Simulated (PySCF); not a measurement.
Orbital picture of TlO

r²SCAN at R = 2.199 Å; basis Tl cc-pVDZ-PP with ECP60, O cc-pVDZ; scalar-relativistic core potentials; PySCF 2.14. State: ²Π (doublet), unpaired electrons π ↑. Only the outer orbitals are listed, counted within each symmetry, core potentials removing the inner ones.

| spin | orbital | occ. | ε (eV) | on Tl (%) | main shells (%) |
| --- | --- | --- | --- | --- | --- |
| α | 6σ | 1 | -9.94 | 83 | 82 Tl s, 16 O p |
| α | 3π | 1 | -8.09 | 4 | 96 O p |
| α | 3π | 1 | -6.11 | 8 | 92 O p |
| α | 7σ | 1 | -5.89 | 31 | 69 O p, 15 Tl p, 14 Tl s |
| α | 4π | 0 | -1.90 | 97 | 97 Tl p |
| α | 4π | 0 | -1.72 | 94 | 94 Tl p |
| α | 8σ | 0 | 0.35 | 93 | 86 Tl p |
| β | 6σ | 1 | -9.82 | 86 | 85 Tl s, 12 O p |
| β | 3π | 1 | -5.34 | 12 | 88 O p, 10 Tl p |
| β | 7σ | 1 | -5.31 | 30 | 70 O p, 18 Tl p, 10 Tl s |
| β | 3π | 0 | -3.62 | 35 | 65 O p, 33 Tl p |
| β | 4π | 0 | -1.72 | 90 | 90 Tl p, 10 O p |
| β | 4π | 0 | -1.29 | 69 | 67 Tl p, 31 O p |

Question: Which are the highest filled and the lowest empty level, where do they sit, and how wide is the gap?

Answer: Highest filled β 7σ at -5.31 eV (in %: 70 O p, 18 Tl p, 10 Tl s); lowest empty β 3π at -3.62 eV (in %: 65 O p, 33 Tl p); the gap at r²SCAN is 1.69 eV.

The bond order (Mayer) is 0.99 and the ⟨S²⟩ is 0.760. The charge on Tl (Mulliken, basis-dependent) is 0.42 and the charge on Tl (Löwdin, basis-dependent) is 0.41. The dipole moment (positive dipole means Tl(−)O(+)) is -3.04 D.

Spin–orbit coupling is left out, which matters for elements this heavy, above all for dissociation energies. The state was picked by a PBE0 search and need not be the measured ground state.
